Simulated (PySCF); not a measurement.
HOSi (SMILES [OH+]=[Si]), charge +1, singlet, at a GFN2-xTB geometry; MP2/aug-cc-pVDZ (PySCF).

PySCF was given this input:
```python
from pyscf import gto, scf, mp

mol = gto.M(
    atom='''
O    -0.00000000   -0.00000000   -0.88835384
Si    0.00000000    0.00000000    0.64027396
H    -0.00000000   -0.00000000   -1.85700467
''',
    basis='aug-cc-pvdz',
    charge=1,
    verbose=4,
)

mf = scf.RHF(mol)
mf.kernel()

pt = mp.MP2(mf, frozen=6)
pt.kernel()
print('E(MP2) = %.10f' % pt.e_tot)
```

It wrote (shortened):

```
PySCF version 2.14.0

[INPUT] verbose = 4
[INPUT] num. atoms = 3
[INPUT] num. electrons = 22
[INPUT] charge = 1
[INPUT] spin (= nelec alpha-beta = 2S) = 0
[INPUT] symmetry False subgroup None
[INPUT] Mole.unit = angstrom
[INPUT] Symbol           X                Y                Z      unit          X                Y                Z       unit  Magmom
[INPUT]  1 O      0.000000000000   0.000000000000  -0.888353840000 AA    0.000000000000   0.000000000000  -1.678745459306 Bohr   0.0
[INPUT]  2 Si     0.000000000000   0.000000000000   0.640273960000 AA    0.000000000000   0.000000000000   1.209942429091 Bohr   0.0
[INPUT]  3 H      0.000000000000   0.000000000000  -1.857004670000 AA    0.000000000000   0.000000000000  -3.509230238338 Bohr   0.0

nuclear repulsion = 46.1089770432008
number of shells = 21
number of NR pGTOs = 96
number of NR cGTOs = 59
basis = aug-cc-pvdz
ecp = {}

******** <class 'pyscf.scf.hf.RHF'> ********
method = RHF
initial guess = minao
damping factor = 0
level_shift factor = 0
DIIS = <class 'pyscf.scf.diis.CDIIS'>
diis_start_cycle = 1
diis_space = 8
diis_damp = 0
SCF conv_tol = 1e-09
SCF conv_tol_grad = None
SCF max_cycles = 50
direct_scf = True
direct_scf_tol = 1e-13
Set gradient conv threshold to 3.16228e-05
Initial guess from minao.
init E= -364.420590976247
  HOMO = -0.371913756044616  LUMO = -0.0250700436574177  gap/eV = 9.43810
cycle= 1 E= -364.08792080109  delta_E= 0.333  |g|= 0.401  |ddm|= 1.65
  HOMO = -0.735597591958532  LUMO = -0.221216080153079  gap/eV = 13.99703
cycle= 2 E= -364.120225815086  delta_E= -0.0323  |g|= 0.24  |ddm|= 0.599
  HOMO = -0.722161797434766  LUMO = -0.206401732787998  gap/eV = 14.03455
cycle= 3 E= -364.131438893545  delta_E= -0.0112  |g|= 0.0456  |ddm|= 0.153
  HOMO = -0.71106274369508  LUMO = -0.19371850230017  gap/eV = 14.07765
cycle= 4 E= -364.132005172644  delta_E= -0.000566  |g|= 0.00523  |ddm|= 0.0582
  HOMO = -0.711794630982946  LUMO = -0.194183009990741  gap/eV = 14.08493
cycle= 5 E= -364.132019857346  delta_E= -1.47e-05  |g|= 0.00105  |ddm|= 0.0126
  HOMO = -0.711663550417514  LUMO = -0.194054847835012  gap/eV = 14.08485
cycle= 6 E= -364.132020603559  delta_E= -7.46e-07  |g|= 0.000259  |ddm|= 0.0036
  HOMO = -0.711688155503241  LUMO = -0.194078749864208  gap/eV = 14.08487
cycle= 7 E= -364.132020644478  delta_E= -4.09e-08  |g|= 6.74e-05  |ddm|= 0.000916
  HOMO = -0.711683873632303  LUMO = -0.194078652893333  gap/eV = 14.08476
cycle= 8 E= -364.132020646973  delta_E= -2.49e-09  |g|= 1.01e-05  |ddm|= 0.000206
  HOMO = -0.711683794174379  LUMO = -0.194079085753113  gap/eV = 14.08474
cycle= 9 E= -364.132020647019  delta_E= -4.67e-11  |g|= 9.45e-07  |ddm|= 2.43e-05
  HOMO = -0.711683801430244  LUMO = -0.194079065340267  gap/eV = 14.08474
Extra cycle  E= -364.13202064702  delta_E= -3.41e-13  |g|= 3.51e-07  |ddm|= 2.23e-06
converged SCF energy = -364.13202064702

******** <class 'pyscf.mp.mp2.RMP2'> ********
nocc = 5, nmo = 53
frozen orbitals 6
E(RMP2) = -364.393933192948  E_corr = -0.261912545928445
E(SCS-RMP2) = -364.390138605151  E_corr = -0.258117958131691
E_corr(same-spin) = -0.0648197272874335
E_corr(oppo-spin) = -0.197092818641011
E(MP2) = -364.3939331929
```
